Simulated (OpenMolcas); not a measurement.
Te4+: effect of the basis set

| Property | Result |
| --- | --- |
| Program | OpenMolcas |
| Method | CASSCF |
| Active space | 2 electrons in 8 orbitals (5s 5p 6s 6p) |
| State averaging | 2S+1 = 3 even, 3 roots; 2S+1 = 1 even, 7 roots; 2S+1 = 3 odd, 3 roots; 2S+1 = 1 odd, 3 roots |
| Spin-orbit coupling | RASSI with atomic mean-field integrals over the reference wave functions, term energies averaged over their components |

A. ANO-RCC-VTZP [7s6p4d2f1g], DKH2, point nucleus; cost of the order of 20 core-seconds
B. ANO-R2 [7s6p4d2f1g], X2C, finite nucleus; cost of the order of 22 core-seconds
C. ANO-RCC-VQZP [8s7p5d3f2g], DKH2, point nucleus; cost about 26 core-seconds
D. ANO-RCC [10s9p8d5f3g], DKH2, point nucleus; cost roughly 60 core-seconds

Energies in cm⁻¹ above 5s² ¹S₀, the measured ground level; measured values from Moore, Atomic Energy Levels, vol. III, NSRDS-NBS 35 (1971 reprint of NBS Circular 467, 1958).

```tsv
Level	A	B	C	D	Measured
5s² ¹S₀	0.0	0.0	0.0	0.0	0.0
5s 5p ³P°₀	70894	70997	71512	71188	
5s 5p ³P°₁	73786	73777	74204	73967	
5s 5p ³P°₂	80791	80469	80656	80652	
5s 5p ¹P°₁	119421	119766	120505	120366	111707
5p² ³P₀	174403	174526	175624	175162	176248
5p² ³P₁	179313	179156	180051	179777	182419
5p² ³P₂	183716	183480	184289	184114	
5p² ¹D₂	195988	195783	196527	196483	182797
```

Deviations, from unrounded energies. A percentage is the sum of absolute deviations over the sum of measured energies, with the sign that they share, or ± where signs differ.

```tsv
Against measurement	Levels	A	B	C	D
mean absolute deviation (cm-1)	4	6500	6500	6400	6500
other configurations (%)	4	±4.0	±4.0	±3.9	±4.0
```

A, B, C, D lie about equally close to measurement. The largest miss of C in the table is 5p² ¹D₂, by +14000 cm-1. The ranking rests on the paired levels alone, and a cruder setting can come out closer through cancelling errors.

Among A to D the level of the table that moves most is 5p² ³P₀, by 1200 cm-1 (lowest in A, highest in C).

Active for correlation alone: 6p 6s; no level in the range computed is led by a configuration that fills them, so any true level of that kind is missing. The ¹D term of p² mixes with s d, which this space lacks. Computed and measured levels are paired by configuration, term and J; levels that our copy of the source lacks, or whose pairing is in doubt (as where it misses far off the trend of its configuration), stay unpaired and out of the deviations. Levels of configurations outside the active space are missing. Levels that lie high or do not pair safely by name in every column are left out.

° marks odd parity.
